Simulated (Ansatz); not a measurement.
`O=[CH][Ga]([OH])[OH]`. The species carries charge 0 and has multiplicity 1. The structure was optimised at the PBE0-D4/def2-TZVP level. It is one conformer, not always the lowest.

```xyz
8

O     1.241    0.157    2.064
C     0.710   -0.641    1.340
Ga   -0.204    0.001   -0.345
O    -1.009   -1.125   -1.462
O    -0.252    1.723   -0.800
H     0.725   -1.724    1.602
H    -1.403   -0.692   -2.224
H     0.192    2.300   -0.175
```

Problem. What is the dipole moment at r2SCAN/def2-TZVPP? (Estimate.)

Solution. The calculation gave: 0.39 D, with components (-0.11, -0.35, -0.11) D in this frame, pointing from negative to positive charge.

Problem. And with PBE, B3LYP, ωB97M-V? (Estimate.)

Solution. Computed: PBE 0.34 D, B3LYP 0.45 D, ωB97M-V 0.49 D.

Problem. Give the Mulliken charges with r2SCAN, PBE, B3LYP in def2-TZVPP. (Best estimate.)

Solution. Computed: 
```
atom  r2SCAN    PBE  B3LYP
  O1   -0.26  -0.19  -0.23
  C2    0.06   0.00   0.00
 Ga3    0.59   0.46   0.59
  O4   -0.43  -0.37  -0.42
  O5   -0.43  -0.36  -0.41
  H6    0.06   0.09   0.10
  H7    0.20   0.19   0.19
  H8    0.20   0.18   0.18
```

B3LYP here is the variant with VWN-RPA as its local correlation; programs differ in this.
